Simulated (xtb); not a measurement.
CAuClO (SMILES [O+]#[C-]->[Au][Cl]), singlet, geometry from GFN2-xTB (such geometries of metal compounds can be far from the true shape), atoms displaced at random by about 0.02 Å a coordinate; xtb with GFN2-xTB with ALPB(toluene).

The xtb input:
```
$ xtb mol.xyz --gfn 2 --opt --alpb toluene --json

# file mol.xyz
4

Au     0.03149050    -0.03586544    -0.00167093
Cl    -0.20508368     1.57015228    -1.44999273
O      0.27207542    -2.24739743     1.99695814
C      0.17472464    -1.36350733     1.27037077
```

It wrote (shortened):

```
   ID    Z sym.   atoms
    1   79 Au     1
    2   17 Cl     2
    3    8 O      3
    4    6 C      4

           -------------------------------------------------
          |                Calculation Setup                |
           -------------------------------------------------

           -------------------------------------------------
          |                 G F N 2 - x T B                 |
           -------------------------------------------------

      * Solvation model:               ALPB
        Solvent                        toluene
        Parameter file                 internal GFN2-xTB/ALPB
        Dielectric constant                7.0000E+00
        Reference state                gsolv [1 M gas/solution]
        Free energy shift                  2.2081E-03 Eh       1.3856E+00 kcal/mol
        Temperature                        2.9815E+02 K
        Density                            8.6700E-01 kg/L
        Solvent mass                       7.8110E+01 g/mol
        Interaction kernel             P16
        Born radius scaling (c1)           1.7172E+00
        Born radii integrator          GBOBC
        Born offset                        0.0000E+00 a0       0.0000E+00 AA
        H-bond correction              false
        Ion screening                  false
        Surface tension                    1.0000E-05 Eh       1.5569E+01 dyn/cm
        Grid points                               230 per atom

          ...................................................
          :                      SETUP                      :
          :.................................................:
          :  # basis functions                  28          :
          :  # atomic orbitals                  26          :
          :  # shells                           10          :
          :  # electrons                        28          :
          :  max. iterations                   250          :
          :  Hamiltonian                  GFN2-xTB          :
          :  restarted?                      false          :
          :  GBSA solvation                   true          :
          :  PC potential                    false          :
          :  electronic temp.          300.0000000     K    :
          :  accuracy                    1.0000000          :
          :  -> integral cutoff          0.2500000E+02      :
          :  -> integral neglect         0.1000000E-07      :
          :  -> SCF convergence          0.1000000E-05 Eh   :
          :  -> wf. convergence          0.1000000E-03 e    :
          :  Broyden damping             0.4000000          :
          :  net charge                          0          :
          :  unpaired electrons                  0          :
          ...................................................

 iter      E             dE          RMSdq      gap      omega  full diag
   1    -14.6109900 -0.146110E+02  0.845E+00    5.71       0.0  T
   2    -14.6680409 -0.570509E-01  0.438E+00    2.81       1.0  T
   3    -14.6738402 -0.579932E-02  0.332E+00    2.80       1.0  T
   4    -14.6851565 -0.113163E-01  0.108E+00    1.84       1.0  T
   5    -14.6837870  0.136956E-02  0.100E+00    2.38       1.0  T
   6    -14.6856503 -0.186339E-02  0.433E-01    1.96       1.0  T
   7    -14.6863299 -0.679586E-03  0.614E-02    2.12       1.0  T
   8    -14.6863308 -0.847142E-06  0.201E-02    2.12       2.5  T
   9    -14.6863316 -0.808079E-06  0.124E-02    2.12       4.0  T
  10    -14.6863316 -0.531826E-07  0.819E-03    2.13       6.1  T
  11    -14.6863318 -0.177702E-06  0.449E-03    2.13      11.1  T
  12    -14.6863319 -0.703958E-07  0.253E-04    2.12     197.7  T
  13    -14.6863319 -0.808242E-12  0.222E-04    2.12     225.4  T

   *** convergence criteria satisfied after 13 iterations ***

         :::::::::::::::::::::::::::::::::::::::::::::::::::::
         ::                     SUMMARY                     ::
[...]
         :: total energy             -14.607885373725 Eh    ::
 * total energy  :   -14.6078854 Eh     change       -0.1558629E-09 Eh
 * total energy  :   -14.6088629 Eh     change       -0.9774935E-03 Eh
 * total energy  :   -14.6089124 Eh     change       -0.4950520E-04 Eh
 * total energy  :   -14.6092562 Eh     change       -0.3437793E-03 Eh
 * total energy  :   -14.6092640 Eh     change       -0.7821666E-05 Eh
 * total energy  :   -14.6092756 Eh     change       -0.1162788E-04 Eh
 * total energy  :   -14.6092240 Eh     change        0.5158346E-04 Eh
 * total energy  :   -14.6092992 Eh     change       -0.7514539E-04 Eh
 * total energy  :   -14.6093011 Eh     change       -0.1925530E-05 Eh
 * total energy  :   -14.6093016 Eh     change       -0.5303067E-06 Eh
   *** GEOMETRY OPTIMIZATION CONVERGED AFTER 10 ITERATIONS ***
         :: total energy             -14.609301619503 Eh    ::
[...]
         2        2.0000           -0.8424973             -22.9255
         3        2.0000           -0.7031631             -19.1340
         4        2.0000           -0.6655269             -18.1099
         5        2.0000           -0.6655268             -18.1099
         6        2.0000           -0.5825405             -15.8517
         7        2.0000           -0.4855790             -13.2133
         8        2.0000           -0.4855789             -13.2133
         9        2.0000           -0.4789835             -13.0338
        10        2.0000           -0.4789835             -13.0338
        11        2.0000           -0.4586291             -12.4799
        12        2.0000           -0.4412243             -12.0063
        13        2.0000           -0.4099931             -11.1565
        14        2.0000           -0.4099931             -11.1565 (HOMO)
        15                         -0.3279057              -8.9228 (LUMO)
        16                         -0.3279049              -8.9227
        17                         -0.0230532              -0.6273
        18                         -0.0104614              -0.2847
        19                         -0.0104195              -0.2835
        20                          0.0612361               1.6663
        21                          0.0612361               1.6663
        22                          0.0634221               1.7258
        23                          0.0634222               1.7258
        24                          0.1235612               3.3623
        25                          0.7582251              20.6324
        26                          0.9367135              25.4893
      -------------------------------------------------------------
                  HL-Gap            0.0820874 Eh            2.2337 eV
             Fermi-level           -0.3689494 Eh          -10.0396 eV

     #   Z          covCN         q      C6AA      α(0)
     1  79 Au       1.863     0.356   266.045    31.245
     2  17 Cl       0.884    -0.509   116.044    16.480
     3   8 O        0.858    -0.003    15.152     5.219
     4   6 C        1.833     0.156    27.381     8.454

 Mol. C6AA /au·bohr⁶  :       1299.469106
 Mol. C8AA /au·bohr⁸  :      75833.488247
 Mol. α(0) /au        :         61.398237

Wiberg/Mayer (AO) data.
largest (>0.10) Wiberg bond orders for each atom

 ---------------------------------------------------------------------------
     #   Z sym  total        # sym  WBO       # sym  WBO       # sym  WBO
 ---------------------------------------------------------------------------
     1  79 Au   1.883 --     4 C    1.001     2 Cl   0.709     3 O    0.173
     2  17 Cl   0.857 --     1 Au   0.709     4 C    0.120
     3   8 O    2.642 --     4 C    2.441     1 Au   0.173
     4   6 C    3.562 --     3 O    2.441     1 Au   1.001     2 Cl   0.120
 ---------------------------------------------------------------------------

Topologies differ in total number of bonds
Writing topology from bond orders to xtbtopo.mol

molecular dipole:
                 x           y           z       tot (Debye)
 q only:        0.254      -1.944       1.776
   full:        0.249      -1.914       1.749       6.621
molecular quadrupole (traceless):
                xx          xy          yy          xz          yz          zz
 q only:        3.223       0.665      -1.943      -0.622       4.908      -1.280
  q+dip:        2.782       0.576      -1.665      -0.540       4.239      -1.117
   full:        3.511       0.723      -2.128      -0.675       5.346      -1.382

optimized geometry written to: xtbopt.xyz

           -------------------------------------------------
          | TOTAL ENERGY              -14.609301619503 Eh   |
          | GRADIENT NORM               0.000416347990 Eh/α |
          | HOMO-LUMO GAP               2.233711690855 eV   |
           -------------------------------------------------

normal termination of xtb
```
